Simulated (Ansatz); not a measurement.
Ansatz (a program for electronic structure) input (CCSD(T)/def2-SVPD):

Ansatz 0.2 input:
```yaml
crystal:
  periodic: [false, false, false]
  atoms:
    - {symbol: Si, position_ang: [-1.53619033, 0.29221664, -0.40696884]}
    - {symbol: As, position_ang: [0.71875004, -0.13014525, 0.20687279]}
    - {symbol: H, position_ang: [-1.78935326, 1.75630085, -0.29774002]}
    - {symbol: H, position_ang: [-2.42810929, -0.40119054, 0.56423249]}
    - {symbol: H, position_ang: [1.29611773, 0.41542681, -1.09383569]}
    - {symbol: H, position_ang: [0.70925816, -1.56677673, -0.30189512]}
basis:
  gaussian:
    orbitals: def2-SVPD
magnetization: {spin_polarized: true, initial_magnetization: 1}
correlation: {method: ccsd_t, electrons: outside_noble_gas}
output: {forces: true}
```

End of the output:

```
cycle   9  -6.91387124 eV  change    3.4e-5 eV  update   6.5e-5
cycle  10  -6.91387169 eV  change   -4.5e-7 eV  update   2.8e-5
cycle  11  -6.91387454 eV  change   -2.9e-6 eV  update   1.1e-5
cycle  12  -6.91387275 eV  change    1.8e-6 eV  update   4.1e-6
cycle  13  -6.91387084 eV  change    1.9e-6 eV  update   1.6e-6
perturbative correction -0.22575999 eV, -0.0082965267 hartree
the calculation of the forces begins
Total energy: -68717.38073165 eV, -2525.3171635746 hartree
Atom 0 at    -1.536190     0.292217    -0.406969 Å, force    -0.081681     0.009130    -0.037678 eV/Å
Atom 1 at     0.718750    -0.130145     0.206873 Å, force     0.143493    -0.014539     0.069945 eV/Å
Atom 2 at    -1.789353     1.756301    -0.297740 Å, force    -0.022539     0.083545    -0.020719 eV/Å
Atom 3 at    -2.428109    -0.401191     0.564232 Å, force    -0.062962    -0.052992     0.033831 eV/Å
Atom 4 at     1.296118     0.415427    -1.093836 Å, force     0.018851     0.011094    -0.032144 eV/Å
Atom 5 at     0.709258    -1.566777    -0.301895 Å, force     0.004838    -0.036237    -0.013235 eV/Å
Dipole moment:     0.023319    -0.033980    -0.067771 e Å
```

It need not be the lowest isomer of its formula.
